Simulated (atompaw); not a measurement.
**Cutoff test, cerium, PAW (atompaw)**

* Element: Ce (Z = 58)
* Generator: atompaw 4.2.0.5
* Type: PAW
* Functional: PBE
* Relativity: scalar-relativistic
* Frozen core: [Kr] 4d10
* Valence charge: 12
* Reference configuration: 4f1 5s2 5p6 5d1 6s2 6p0
* Partial waves: 5s (bound); 6s (bound); 5p (bound); 6p (bound, empty); 5d (bound); 5d channel at 2.1 Ry; 4f (bound); 4f channel at 0.45 Ry
* Local potential: bessel scheme, radius 2.15 bohr
* Core correction: smooth core density matched at 2.20 bohr
* Augmentation charge: sinc compensation charge, radius 2.05 bohr; PAW radius 2.65 bohr; waves and projectors: bloechl

The pseudo-atom Hamiltonian at the reference potential is diagonalised in spherical Bessel functions j_l(qr) that vanish at 20 bohr, with q² up to the cutoff. All-electron valence levels (Ry): 5s -2.9833, 6s -0.2752, 5p -1.7070, 6p -0.0991, 5d -0.2248, 4f -0.3955.

**Question.** How do the lowest levels (Ry) of each channel move with the cutoff, and are there ghosts?

**Answer.**

```
cutoff (Ry)     s #1     s #2     p #1     p #2    p #3     d #1    d #2     f #1  Σ f·Δε (mRy)
          8  -2.9769  -0.2749  -1.6590  -0.0935  0.0466  -0.2060  0.0418   0.0550         771.2
         12  -2.9832  -0.2751  -1.7024  -0.0985  0.0449  -0.2231  0.0405  -0.2358         190.0
         18  -2.9833  -0.2752  -1.7069  -0.0990  0.0447  -0.2248  0.0404  -0.3575          38.8
         25  -2.9833  -0.2752  -1.7070  -0.0990  0.0447  -0.2248  0.0404  -0.3873           8.3
         35  -2.9833  -0.2752  -1.7070  -0.0990  0.0447  -0.2248  0.0404  -0.3947           0.8
         45  -2.9833  -0.2752  -1.7070  -0.0990  0.0447  -0.2248  0.0404  -0.3955           0.1
        400  -2.9833  -0.2752  -1.7070  -0.0990  0.0447  -0.2248  0.0404  -0.3955           0.0
```

Result: no extra level below or beside the all-electron valence levels (s, p, d, f tested); 10 mRy is reached at 25 Ry and 1 mRy at 35 Ry.
